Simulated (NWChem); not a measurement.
System meant: SiHOF, singlet; SMILES O[Si]F

Input file for NWChem:

```
start job
memory heap 200 mb stack 700 mb global 900 mb
geometry units angstroms noautoz
  Si     0.621402     0.012452     0.000000
  F     -0.421107    -1.259105     0.000000
  O     -0.449328     1.276047     0.000000
  H     -1.397858     1.088559     0.000000
end
basis spherical
  * library def2-svp
end
dft
  xc xpbe96 cpbe96
  iterations 4
  mulliken
end
task dft energy
```

End of the output:

```
    Atom       Charge   Shell Charges
 -----------   ------   -------------------------------------------------------
    1 Si  14    13.70   2.00  1.96  0.94  0.72  5.80  1.04  0.79  0.45
    2 F    9     9.20   1.98  1.03  0.78  3.20  2.21  0.01
    3 O    8     8.18   1.97  0.90  0.60  2.71  1.99  0.01
    4 H    1     0.92   0.55  0.19  0.18

 center of mass
 --------------
 x =   0.02747794 y =  -0.06951513 z =   0.00000000

 moments of inertia (a.u.)
 ------------------
         204.619728138061           0.000000000000           0.000000000000
           0.000000000000          69.124780363718           0.000000000000
           0.000000000000           0.000000000000         273.744508501779

     Multipole analysis of the density
     ---------------------------------

     L   x y z        total         alpha         beta         nuclear
     -   - - -        -----         -----         ----         -------
     0   0 0 0     -0.000000    -16.000000    -16.000000     32.000000

     1   1 0 0     -0.435145     -0.217572     -0.217572      0.000000
     1   0 1 0      0.099068      0.049534      0.049534     -0.000000
     1   0 0 1     -0.000000     -0.000000     -0.000000      0.000000

     2   2 0 0    -16.083045    -26.874595    -26.874595     37.666145
     2   1 1 0     -1.434947      1.146488      1.146488     -3.727923
     2   1 0 1     -0.000000     -0.000000     -0.000000      0.000000
     2   0 2 0    -19.795927    -60.793323    -60.793323    101.790719
     2   0 1 1     -0.000000     -0.000000     -0.000000      0.000000
     2   0 0 2    -16.016525     -8.008263     -8.008263      0.000000

 ------------------------------------------------------------------------
 dft energy failed                                                                                  0
 ------------------------------------------------------------------------
 ------------------------------------------------------------------------
  current input line :
    17: task dft energy
 ------------------------------------------------------------------------
 ------------------------------------------------------------------------
 This type of error is most commonly associated with calculations not reaching convergence criteria
 ------------------------------------------------------------------------
 For more information see the NWChem manual at https://nwchemgit.github.io

0:dft energy failed:Received an Error in Communication
```

Find the fault in this run and fix the input.

Convergence was not reached. Cause: the SCF was allowed too few iterations. This input runs:
```
start job
memory heap 200 mb stack 700 mb global 900 mb
geometry units angstroms noautoz
  Si     0.621402     0.012452     0.000000
  F     -0.421107    -1.259105     0.000000
  O     -0.449328     1.276047     0.000000
  H     -1.397858     1.088559     0.000000
end
basis spherical
  * library def2-svp
end
dft
  xc xpbe96 cpbe96
  iterations 150
  mulliken
end
task dft energy
```
It converges to -464.67940 Ha (PBE/def2-SVP).
